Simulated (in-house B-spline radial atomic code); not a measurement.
LC-wPBE excitations of Sn V (Sn4+)

Method: LC-wPBE. Computed with an all-electron radial atomic-structure program (B-spline basis): linear response of the closed shell [Kr] 4d10 with the functional's adiabatic kernel; scalar-relativistic (spin-free one-electron X2C), finite nucleus, no spin-orbit coupling, no double excitations, S, P, D and F terms only; shells from n = 2 respond. Only terms of natural parity with L up to 3 were computed.

Command:
```bash
python run_td.py task.json out
```
Settings (radii: box in bohr, nucleus in fm):
```
Z                        50
electrons                46
configuration            [Kr] 4d10
hamiltonian              x2c
method                   lc_wpbe
box_radius               19.1
rms_radius               4.6519
intervals                71
```

Run time, properties included: 5.6 s on 1 thread of Arm Neoverse N1 (shared host).

The lowest states, in the order of their Tamm-Dancoff energies; the method's threshold (minus the highest occupied level) is 72.98 eV. Labels give the largest channel, * marks a mixed state, and oscillator strengths are full-response dipole values. Semilocal kernels can invert the small singlet-triplet splittings of Rydberg terms. Energies in eV:

```tsv
state	full response	Tamm-Dancoff	oscillator strength
4d → 5s 3D	21.366	21.386	-
4d → 5s 1D	22.133	22.146	-
4d → 5p 3P	31.15	31.17	-
4d → 5p 3F	31.34	31.35	-
4d → 5p 1F	31.75	31.75	-
4d → 5p 1P	32.67	32.74	0.86
4d → 5d 3S	44.33	44.34	-
4d → 5d 3D	44.79	44.80	-
4d → 5d 1D	45.14	45.15	-
4d → 6s 3D	?	?	-
4d → 6s 1D	47.03	47.03	-
4d → 5d 1S	?	?	-
4d → 4f 3P	49.43	49.45	-
4d → 4f 3F	49.88	49.89	-
4d → 6p 3P	50.48	50.48	-
4d → 4f 1F	50.50	50.51	-
4d → 6p 3F	50.54	50.54	-
4d → 6p 1F	50.66	50.66	-
4d → 6p 1P	50.78	50.81	0.00146
4d → 4f 1P	52.33	52.49	1.73
4d → 6d 3S	55.88	55.89	-
4d → 6d 3D	56.11	56.11	-
```

Q: Where does 4d → 5d 1S lie?

A: At 47.62 eV in full response, 47.95 eV in Tamm-Dancoff.

Q: Where does 4d → 6s 3D lie?

A: At 46.86 eV in full response, 46.86 eV in Tamm-Dancoff.

Q: How large is the singlet-triplet splitting of 4d → 5s (D terms) in Tamm-Dancoff?

A: 0.759 eV, from the unrounded values.

Q: What polarisabilities and dispersion coefficient does the method give?

A: Dipole 2.392 bohr³, quadrupole 5.087 bohr⁵, C6 9.292 hartree·bohr⁶ for two such species.
